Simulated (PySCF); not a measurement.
# B²⁺ (boron, charge +2) across methods

[He] 2s1, 2S determinant. Calculation: PySCF 2.14, in aug-cc-pCVQZ-DK (9s8p6d4f2g, 109 functions); the spin-free X2C one-electron Hamiltonian (Gaussian nucleus).

```csv
method,E (hartree),mean ε 1s α (eV),mean ε 1s β (eV),mean ε 2s α (eV),Σ⟨r²⟩ (bohr²),⟨S²⟩
BLYP,-23.4393,-211.74,-211.07,-32.520,3.354,0.750
PBE0,-23.4060,-218.81,-217.79,-34.062,3.381,0.750
r2SCAN,-23.4309,-214.31,-213.66,-32.914,3.384,0.750
LC-wPBE,-23.4070,-217.33,-216.60,-37.193,3.375,0.750
LDA,-23.1423,-209.31,-208.52,-32.367,3.409,0.750
PBE,-23.3959,-211.32,-210.51,-32.663,3.379,0.750
UHF,-23.38257,-240.60,-238.85,-37.833,3.413,0.750
wB97X-V,-23.4444,-220.26,-219.49,-36.510,3.401,0.750
```
